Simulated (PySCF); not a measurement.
## Calculated data, BFH$_{3}$Si, B$_{2}$ClFH$_{3}$, AlBFH$_{4}$

Calculation on a computer-drawn molecule: the log of a Hartree-Fock and frozen-core CCSD(T) single point meant for a local Hartree-Fock minimum, with one planted fault or none, to be diagnosed. Offsets are logged minus clean, where the clean run is the same molecule without the fault. The reference is restricted for singlets and unrestricted otherwise, and also for a bond in bohr or an excited solution. Adding or removing an electron swaps singlet and doublet. The excited solution moves the top pair (singlet) or top alpha electron (doublet) to the lowest empty orbital. Highest occupied and lowest empty are orbital energies over both spins, largest force is the largest gradient component, triples share is (T) over the correlation energy, the T1 limit is 0.02 restricted and 0.045 unrestricted, electrons count all cores, a negative frequency is imaginary (commonest isotopes), and the dipole is about the centre of nuclear charge. Program: PySCF 2.14.0.

Common to all runs: meant multiplicity 1; logged SCF converged yes; possible faults no fault, one electron removed, one electron added, multiplicity raised by two, geometry at a saddle point, SCF held on an excited solution, minimal basis STO-3G, one bond length entered in bohr, all coordinates scaled.

```json
{"entry": 1, "formula": "BFH3Si", "logged_structure": {"atoms_angstrom": [["F", 1.0931, -2.4259, 1.4564], ["B", 0.106, -1.7072, 1.3614], ["Si", -1.5944, -0.4692, 1.1973], ["H", -1.7239, 0.0197, 2.5729], ["H", -2.6055, -1.4322, 0.7521], ["H", -1.1418, 0.5055, 0.2007]]}, "given": {"meant_charge": 1, "meant_basis": "cc-pV(D+d)Z", "logged_electrons": 30, "logged_basis_functions": 22, "logged_spin_squared": 0.0, "logged_highest_occupied [eV]": -18.122, "logged_lowest_empty [eV]": -0.71098, "logged_largest_force [hartree/bohr]": 0.021768, "logged_T1_diagnostic": 0.019722, "logged_D1_diagnostic": 0.054528, "logged_triples_share": 0.060154, "logged_CC_converged": "yes", "logged_dipole_magnitude [debye]": 0.44205, "logged_SCF_stable_within_its_kind": "yes", "logged_energy_HF [hartree]": -409.58927, "logged_energy_CCSD(T) [hartree]": -409.73642, "drawn_bonds_atom": [1, 2, 3, 3, 3], "drawn_bonds_other_atom": [2, 3, 4, 5, 6], "drawn_bonds_order": [1, 1, 1, 1, 1]}, "results": {"planted_fault": "minimal basis STO-3G", "HF_energy_offset_from_clean_run [kcal/mol]": 3112, "CCSD(T)_energy_offset_from_clean_run [kcal/mol]": 3263}}
{"entry": 2, "formula": "BFH3Si", "logged_structure": {"atoms_angstrom": [["F", 1.0931, -2.4259, 1.4564], ["B", 0.106, -1.7072, 1.3614], ["Si", -1.5944, -0.4692, 1.1973], ["H", -1.7239, 0.0197, 2.5729], ["H", -2.6055, -1.4322, 0.7521], ["H", -1.1418, 0.5055, 0.2007]]}, "given": {"meant_charge": 1, "meant_basis": "cc-pV(D+d)Z", "logged_electrons": 30, "logged_basis_functions": 66, "logged_spin_squared": 0.0, "logged_highest_occupied [eV]": -9.767, "logged_lowest_empty [eV]": -15.376, "logged_largest_force [hartree/bohr]": 0.28334, "logged_CC_converged": "no", "logged_dipole_magnitude [debye]": 9.2652, "logged_SCF_stable_within_its_kind": "no", "logged_energy_HF [hartree]": -413.75383, "drawn_bonds_atom": [1, 2, 3, 3, 3], "drawn_bonds_other_atom": [2, 3, 4, 5, 6], "drawn_bonds_order": [1, 1, 1, 1, 1]}, "results": {"planted_fault": "SCF held on an excited solution", "HF_energy_offset_from_clean_run [kcal/mol]": 498.2}, "notes": ["CCSD not converged"]}
{"entry": 3, "formula": "BFH3Si", "logged_structure": {"atoms_angstrom": [["F", 1.0931, -2.4259, 1.4564], ["B", -0.7723, -1.0678, 1.2768], ["Si", -2.4726, 0.1702, 1.1127], ["H", -2.6022, 0.6591, 2.4883], ["H", -3.4838, -0.7928, 0.6675], ["H", -2.0201, 1.145, 0.1161]]}, "given": {"meant_charge": 1, "meant_basis": "cc-pV(D+d)Z", "logged_electrons": 30, "logged_basis_functions": 66, "logged_spin_squared": 0.8879, "logged_highest_occupied [eV]": -18.26, "logged_lowest_empty [eV]": -5.9789, "logged_largest_force [hartree/bohr]": 0.01493, "logged_T1_diagnostic": 0.051862, "logged_D1_diagnostic": 0.23527, "logged_triples_share": 0.031899, "logged_CC_converged": "yes", "logged_dipole_magnitude [debye]": 2.3237, "logged_SCF_stable_within_its_kind": "yes", "logged_energy_HF [hartree]": -414.33624, "logged_energy_CCSD(T) [hartree]": -414.68921, "drawn_bonds_atom": [1, 2, 3, 3, 3], "drawn_bonds_other_atom": [2, 3, 4, 5, 6], "drawn_bonds_order": [1, 1, 1, 1, 1]}, "results": {"planted_fault": "one bond length entered in bohr, row 1 of the drawn bonds", "HF_energy_offset_from_clean_run [kcal/mol]": 132.7, "CCSD(T)_energy_offset_from_clean_run [kcal/mol]": 154.6}, "notes": ["T1 above single-reference limit"]}
{"entry": 4, "formula": "B2ClFH3", "logged_structure": {"atoms_angstrom": [["F", 1.1862, -0.2383, 1.3454], ["B", 0.3664, 0.9467, 1.0246], ["B", -1.2187, 0.4879, 0.5409], ["Cl", -3.6018, 2.8909, -0.3509], ["H", 0.9034, 1.5888, 0.1023], ["H", 0.2856, 1.6821, 2.0269], ["H", -1.7205, -0.607, 0.4399]]}, "given": {"meant_charge": -1, "meant_basis": "aug-cc-pV(D+d)Z", "logged_electrons": 40, "logged_basis_functions": 128, "logged_spin_squared": 0.0, "logged_highest_occupied [eV]": -5.4672, "logged_lowest_empty [eV]": 3.4769, "logged_largest_force [hartree/bohr]": 0.033446, "logged_T1_diagnostic": 0.02197, "logged_D1_diagnostic": 0.082264, "logged_triples_share": 0.029409, "logged_CC_converged": "yes", "logged_dipole_magnitude [debye]": 5.8187, "logged_SCF_stable_within_its_kind": "yes", "logged_energy_HF [hartree]": -610.0595, "logged_energy_CCSD(T) [hartree]": -610.6694, "drawn_bonds_atom": [1, 2, 3, 2, 2, 3], "drawn_bonds_other_atom": [2, 3, 4, 5, 6, 7], "drawn_bonds_order": [1, 1, 1, 1, 1, 1]}, "results": {"planted_fault": "one bond length entered in bohr, row 3 of the drawn bonds", "HF_energy_offset_from_clean_run [kcal/mol]": 61.64, "CCSD(T)_energy_offset_from_clean_run [kcal/mol]": 65.75}}
{"entry": 5, "formula": "B2ClFH3", "logged_structure": {"atoms_angstrom": [["F", 1.1127, -0.2235, 1.262], ["B", 0.3437, 0.888, 0.9611], ["B", -1.1431, 0.4577, 0.5074], ["Cl", -2.326, 1.6504, 0.0647], ["H", 0.8474, 1.4903, 0.0959], ["H", 0.2679, 1.5779, 1.9013], ["H", -1.6139, -0.5693, 0.4126]]}, "given": {"meant_charge": -1, "meant_basis": "aug-cc-pV(D+d)Z", "logged_electrons": 40, "logged_basis_functions": 128, "logged_spin_squared": 0.0, "logged_highest_occupied [eV]": -4.6176, "logged_lowest_empty [eV]": 3.7834, "logged_largest_force [hartree/bohr]": 0.05015, "logged_T1_diagnostic": 0.013752, "logged_D1_diagnostic": 0.040519, "logged_triples_share": 0.027913, "logged_CC_converged": "yes", "logged_dipole_magnitude [debye]": 4.1064, "logged_SCF_stable_within_its_kind": "yes", "logged_energy_HF [hartree]": -610.13455, "logged_energy_CCSD(T) [hartree]": -610.74802, "drawn_bonds_atom": [1, 2, 3, 2, 2, 3], "drawn_bonds_other_atom": [2, 3, 4, 5, 6, 7], "drawn_bonds_order": [1, 1, 1, 1, 1, 1]}, "results": {"planted_fault": "all coordinates scaled, by -6.2 %", "HF_energy_offset_from_clean_run [kcal/mol]": 14.55, "CCSD(T)_energy_offset_from_clean_run [kcal/mol]": 16.42}}
{"entry": 6, "formula": "AlBFH4", "logged_structure": {"atoms_angstrom": [["F", -1.5862, 0.5186, -2.1773], ["B", -0.6159, 0.3588, -1.0918], ["Al", 0.9802, -1.0764, -1.5552], ["H", -0.0697, 1.4452, -0.8371], ["H", -1.1816, -0.0536, -0.0647], ["H", 2.2071, -1.4346, -0.5239], ["H", 1.2586, -2.0068, -2.8779]]}, "given": {"meant_charge": -1, "meant_basis": "aug-cc-pV(D+d)Z", "logged_electrons": 32, "logged_basis_functions": 114, "logged_spin_squared": 0.0, "logged_highest_occupied [eV]": 0.82452, "logged_lowest_empty [eV]": -3.0538, "logged_largest_force [hartree/bohr]": 0.17118, "logged_CC_converged": "no", "logged_dipole_magnitude [debye]": 14.983, "logged_SCF_stable_within_its_kind": "no", "logged_energy_HF [hartree]": -367.98507, "drawn_bonds_atom": [1, 2, 2, 2, 3, 3], "drawn_bonds_other_atom": [2, 3, 4, 5, 6, 7], "drawn_bonds_order": [1, 1, 1, 1, 1, 1]}, "results": {"planted_fault": "SCF held on an excited solution", "HF_energy_offset_from_clean_run [kcal/mol]": 262.9}, "notes": ["CCSD not converged", "highest electron not bound in this basis"]}
```
